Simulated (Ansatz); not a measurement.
Consider the ligand exchange at the Au–F bond: `[F][Au]` + HCl → `[Cl][Au]` + H–F.

Isolated molecules relaxed with PBE0-D4/def2-TZVP in Ansatz; ΔE leaves out vibrations. CBS: MP2 limit from def2 TZ/QZ plus the TZ coupled-cluster correction, frozen cores. This one scheme is used for every species. DFT in def2-TZVPP. B3LYP here is the variant with VWN-RPA as its local correlation; programs differ in this. Elements past krypton have def2 core potentials. For Au outer-core shells are correlated without core-valence functions, which leaves a few kJ/mol of doubt a bond.

`[F][Au]`:

Z-matrix (Å, degrees):
```
F
Au 1 1.939
```

HCl:

Cartesian coordinates in Å:
```
Cl 0.365 0.340 0.400
H -0.365 -0.340 -0.400
```

`[Cl][Au]`:

Z-matrix (Å, degrees):
```
Cl
Au 1 2.225
```

H–F:

Cartesian coordinates in Å:
```
F 0.091 0.018 0.451
H -0.091 -0.018 -0.451
```

```csv
level,ΔE (kcal/mol)
revPBE-D4,-29.4
B3LYP-D4,-30.8
CAM-B3LYP-D4,-30.0
CAM-B3LYP,-29.6
```

What does CCSD(T)/CBS give? (An estimate is asked.)

Computed: -34.3 kcal/mol. The listed levels differ from it by 4.9, 3.5, 4.3, 4.7 kcal/mol.

Largest T1 diagnostic among the species: 0.030, so the coupled-cluster value is less sure than usual.

From BLYP to BHLYP (50 % exact exchange), in def2-TZVPP and without D4, ΔE moves by −5.4 kcal/mol. At CCSD(T), def2-SVP lies +4.5 kcal/mol from the extrapolated value and def2-TZVPP +1.4 kcal/mol. Leaving LDA and LC-ωPBE aside and taking each functional with its dispersion term where it has one, the values, not all of them listed here, spread over 7.4 kcal/mol, from PBE-QIDH to BLYP-D4. LDA lies −3.2 kcal/mol from PBE without D4.
